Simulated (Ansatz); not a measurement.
This geometry of C2H6BClO (11 atoms, charge 0, multiplicity 1) is a first-order saddle point.

Computed with Ansatz 0.2.0, RKS PBE0-D4/def2-SVP.

```xyz
11
Properties=species:S:1:pos:R:3
O -0.268 1.698 1.546
B -0.642 0.780 0.615
C 0.126 -0.590 0.424
C 0.269 -0.925 -1.043
Cl 1.115 0.423 -1.894
H 0.338 2.413 1.350
H -1.657 0.973 -0.037
H -0.480 -1.382 0.909
H 1.107 -0.585 0.924
H -0.706 -1.031 -1.537
H 0.862 -1.830 -1.235
```

Which two structures does it join? (They come from a converged band through this point; their orientation in space is the band's.)

No bond is made or broken. The dihedral H6–O1–B2–C3 goes from -179 to 4°.

First end point:

```xyz
11
Properties=species:S:1:pos:R:3
O 0.027 1.663 1.548
B -0.471 0.829 0.611
C 0.226 -0.564 0.379
C 0.245 -0.980 -1.076
Cl 1.095 0.254 -2.072
H -0.477 2.478 1.630
H -1.471 1.141 -0.010
H -0.353 -1.320 0.947
H 1.244 -0.568 0.800
H -0.770 -1.061 -1.490
H 0.770 -1.930 -1.248
```

Last end point:

```xyz
11
Properties=species:S:1:pos:R:3
O -0.369 1.916 1.288
B -0.717 0.867 0.517
C 0.138 -0.461 0.404
C 0.283 -0.927 -1.030
Cl 1.095 0.333 -2.020
H 0.484 1.801 1.722
H -1.772 0.972 -0.071
H -0.404 -1.247 0.966
H 1.134 -0.368 0.871
H -0.696 -1.105 -1.497
H 0.889 -1.838 -1.128
```

How far does it lie above each of them?

14.0 kcal/mol above the first and 13.0 kcal/mol above the second. This is the barrier of this one path; another mechanism may lie lower.

The run took 6.9 min on 2 threads of Arm Neoverse V1, with other jobs on the host, peak memory 0.23 GiB.
